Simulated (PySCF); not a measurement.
**Ionisation energy of Co by level of theory**

Co [Ar] 3d7 4s2 (4F) → Co⁺ [Ar] 3d8 (3F), as a difference of total energies. Computed with PySCF 2.14 in dyall-av2z, with no relativity, point nucleus. Correlated levels: valence: [Ar] frozen; virtual orbitals above 40 to 60 times the deepest correlated orbital energy dropped. The calculations carry no spin-orbit coupling.

Q: Order these methods by the ionisation energy they give, lowest first.
A. r2SCAN0
B. MP2 (valence)
C. PBE0
D. B97-3

A: B (7.009 eV), C (7.387 eV), D (7.443 eV), A (7.532 eV).

A first-order spin-orbit estimate (lowest level to lowest level, LS coupling) adds 0.008 eV.

These non-relativistic numbers lack the scalar-relativistic shift.

Errors of the correlated levels include the incompleteness of this basis and the frozen core.

MP2 underrates the near-degeneracy of ns² with np² in the lower species.

For comparison: 7.881 eV (measured; NIST Atomic Spectra Database, ionization energies).
